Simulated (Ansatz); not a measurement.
Consider the hydrogenolysis of the Si–F bond: `N[Si](F)(F)Cl` + H₂ → `N[SiH](F)Cl` + H–F.

Computed with Ansatz on PBE0-D4/def2-TZVP structures; ΔE is electronic, products minus reactants. CCSD(T)/CBS adds triple-zeta CCSD(T) − MP2 to the extrapolated MP2 energy (def2 sets, frozen cores). This one scheme is used for every species. DFT in def2-TZVPP. One conformer a species, not always the lowest.

(1) Is it downhill or uphill in electronic energy at CCSD(T)/CBS, and by how much? (An estimate is asked.)

(2) What do these levels give: revPBE-D4, r2SCAN0-D4, CAM-B3LYP-D4, PBE-QIDH, r2SCAN, r2SCANh, r2SCAN0, BHLYP, LC-ωPBE, MP2/def2-SVP, SCS-MP2/def2-TZVPP, MP2/CBS(def2)? (An estimate is asked.)

Largest T1 diagnostic among the species: 0.010.

Results:

(1) The calculation gave: Uphill: ΔE = +128.5 kJ/mol.

(2) The calculation gave: revPBE-D4 125.0, r2SCAN0-D4 136.1, CAM-B3LYP-D4 133.3, PBE-QIDH 127.1, r2SCAN 139.1, r2SCANh 137.6, r2SCAN0 135.5, BHLYP 131.2, LC-ωPBE 125.0, MP2/def2-SVP 121.8, SCS-MP2/def2-TZVPP 130.4, MP2/CBS(def2) 131.0 kJ/mol.

From BLYP to BHLYP (50 % exact exchange), in def2-TZVPP and without D4, ΔE moves by +4.3 kJ/mol. Leaving LDA and LC-ωPBE aside and taking each functional with its dispersion term where it has one, the values, not all of them listed here, spread over 17.1 kJ/mol, from PBE-D4 to B97M-V. LDA lies +4.8 kJ/mol from PBE without D4.
